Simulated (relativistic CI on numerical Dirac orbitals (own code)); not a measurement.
**Spin-allowed bands of a d7 ion in a tetrahedral site, by hand**

Problem. A d7 ion in a tetrahedral site has a 4A2 ground term and spin-allowed bands at ν1 = 5700 and ν2 = 9781 cm⁻¹ (from a computed ligand-field model). Find Δ and the Racah parameter B, and predict the third band.

Working.
1. The F term splits into A2 (−1.2Δ), T2 (−0.2Δ) and T1 (+0.6Δ), so ν1 = E(T2) − E(A2) = Δ = 5700 cm⁻¹.
2. T1(F) mixes with T1(P), which lies at 15B, through an element 0.4Δ. The two roots, counted from A2, are ν2,3 = ½(15B + 3Δ) ∓ ½√[(15B − Δ)² + 12BΔ].
3. Solving the lower root for B gives B = (2ν1² + ν2² − 3ν1ν2)/(15ν2 − 27ν1) = -6607139/-7185 = 920 cm⁻¹.
4. The sum of the roots is 15B + 3Δ, so ν3 = 15B + 3ν1 − ν2 = 21113 cm⁻¹ (474 nm).

Check. The bands were computed by exact diagonalisation of the d7 shell with B = 920 and Δ = 5700 cm⁻¹, which gives ν3 = 21119 cm⁻¹. C does not enter the terms of highest spin.
